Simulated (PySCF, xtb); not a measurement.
GeH3F, SMILES [F][GeH3].

xtb with GFN2-xTB at its own geometry gives an orbital gap of 7.70 eV and a dipole moment of 2.48 D.

Coordinates come from a PBE0-D3(BJ)/def2-TZVP optimisation.

**Question.** What does PBE0/def2-TZVPD (PySCF) give? (An estimate is asked for; the answer gives what the named calculation found.)

**Answer.** gap 9.30 eV (levels -9.72 and -0.41 eV), dipole 2.18 D.
